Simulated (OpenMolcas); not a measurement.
# Pt5+: moving or changing the point charges

Pt5+ among 6 point charges of -1.7 e arranged as an octahedron (Oh), 1.88 Å from the ion.
```
   1.8800    0.0000    0.0000  -1.70
   0.0000    1.8800    0.0000  -1.70
  -1.8800    0.0000    0.0000  -1.70
   0.0000   -1.8800    0.0000  -1.70
   0.0000    0.0000    1.8800  -1.70
   0.0000    0.0000   -1.8800  -1.70
```

```
Program             : OpenMolcas 26.06
Method              : CASSCF
Basis               : ANO-RCC-VTZP [8s7p5d3f1g]
Scalar Hamiltonian  : DKH2, point nucleus
Active space        : 5 electrons in 5 orbitals (5d)
State averaging     : 2S+1 = 6 even, 1 root; 2S+1 = 4 even, 24 roots; 2S+1 = 2 even, 75 roots
Spin-orbit coupling : state interaction with AMFI integrals over the reference wave functions
```

Runs around this geometry, states (labels of O, the rotations of Oh). Energies in cm-1 above the lowest state or level, χT in cm3 K/mol; 10Dq and B are least-squares fits to the states below 45000 cm-1, weighted by degeneracy, with a free offset, and given where the rms deviation is under 5 % of |10Dq| (or 100 cm-1) and under 700 cm-1.

```csv
R (Å),q (e),Ground state,10Dq,B (rms of fit),First gap with spin-orbit (degeneracies),χT at 300 K,First state of another spin
1.88,-1.36,6A1,6705,973 (111),"158.1 (2, 4)",3.946,4T1 25942
1.79,-1.7,6A1,10555,968 (174),"356.6 (2, 4)",3.459,4T1 22413
1.88,-1.7,6A1,8341,971 (139),"225.4 (2, 4)",3.808,4T1 24481
2.07,-1.7,6A1,5220,974 (88),"110.0 (2, 4)",4.021,4T1 27221
```

Taking |10Dq| as R^-n, n = -ln(5220 / 10555) / ln(2.07 / 1.79) = 4.8 between the shortest and longest distance. The point-charge formula for a cubic d site gives n = 5.

Scaling the charges by -1.36 / -1.7 = 0.80 scales |10Dq| by 6705 / 8341 = 0.80; with fixed orbitals a first-order splitting would follow the charge.

Without dynamic correlation the repulsion within the d shell is too large (B by tens of per cent), so at a given field states of lower spin stand too high. Point charges give a weaker field than real ligands, and real ions of this kind are as a rule low spin; the high spin found here belongs to the model. This field is weak: 10Dq is about 6705 cm-1, while octahedral complexes of 5d ions of charge 3 and more, computed by the same method with explicit ligands, had a median near 35000 cm-1. Ground spin and moment need not be those of a real site (figures for R = 1.88, q = -1.36; the like holds for R = 1.79, q = -1.7, R = 1.88, q = -1.7, R = 2.07, q = -1.7). Point charges carry no covalency, so the field is a model and not that of real ligands. A group larger than the point group allows holds several states that coincide in this model. No measured value stands beside these numbers.
